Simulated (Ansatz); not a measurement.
Z-matrix (Å, degrees):
```
C
C 1 1.527
H 1 1.095 2 111.1
H 1 1.093 2 111.7 3 120.2
H 1 1.092 2 110.8 3 -119.7
Si 2 1.893 1 111.4 3 -174.7
C 2 1.511 1 112.1 3 59.0
H 2 1.099 1 109.2 3 -58.4
H 6 1.485 2 111.4 1 -52.0
H 6 1.488 2 110.3 1 -173.7
H 6 1.489 2 108.6 1 67.3
F 7 1.389 2 110.5 1 69.4
H 7 1.096 2 111.3 1 -49.2
H 7 1.094 2 111.6 1 -171.3
```

The species carries charge 0 and has multiplicity 1.

Question: List the r2SCAN/def2-TZVPP orbital energies in eV (the Gaussian-basis code of Ansatz). (Estimate.)

Answer: Computed: Occupied: -1790.74, -665.85, -275.15, -273.31, -273.08, -141.23, -96.09, -96.09, -96.08, -31.35, -20.79, -18.02, -15.62, -13.48, -12.76, -12.28, -11.85, -10.73, -9.99, -9.58, -8.69, -8.45, -8.34, -8.14, -7.46. Lowest empty: 0.38, 0.87, 1.03, 1.45, 1.82, 2.32, 2.54, 2.63.
